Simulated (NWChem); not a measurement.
Molecule: SiNH2Br, singlet; SMILES Br[Si]N

```xyz
5

Si     0.7082     1.1779     0.0000
Br    -0.0143    -1.0224     0.0000
N     -0.8334     1.9385     0.0000
H     -1.7387     1.4781     0.0000
H     -0.9106     2.9512     0.0000
```
Atoms are numbered in this order, from 1.

Program: NWChem. Low-valent species are run as closed-shell singlets; no triplet was tried in these runs. Structure relaxed at the B3LYP/6-31G* (spherical d) level. GIAO values for the isolated, static molecule; σ is the absolute isotropic shielding, δ = σ(reference) − σ with the isolated reference molecule computed at the same levels (1H: tetramethylsilane, 15N: ammonia, 29Si: tetramethylsilane). Spin-orbit effects, on the heavy nuclei and on their neighbours, are missing.

Problem. What does the run give for PBE/x2c-SVPall-s, scalar ZORA without spin-orbit coupling? Quantities: δ Si1 (ppm); σ Br2 (ppm); δ N3 (ppm); δ H4 (ppm).

Solution. The δ Si1 (ppm) is 230.8, the σ Br2 (ppm) is 1836.7 and the δ N3 (ppm) is 169.3. The δ H4 (ppm) comes out as 5.64.
